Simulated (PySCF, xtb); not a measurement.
dibromo-chloro-fluoromethane (CBr₂ClF), SMILES BrC(F)(Br)Cl.

Harmonic wavenumbers (cm⁻¹) from GFN2-xTB (xtb) at its own minimum, in rising order: 136, 166, 231, 264, 299, 418, 600, 642, 1052.

Problem. What does B3LYP-D3(BJ)/def2-SVP (PySCF 2.14.0) give at its own minimum? (An estimate is asked for; the answer gives what the named calculation found.)

Solution. 159, 194, 263, 305, 340, 462, 727, 787, 1140. Paired by order, the mean absolute difference is 63 cm⁻¹ and the zero-point energies are 5.4 and 6.3 kcal/mol.
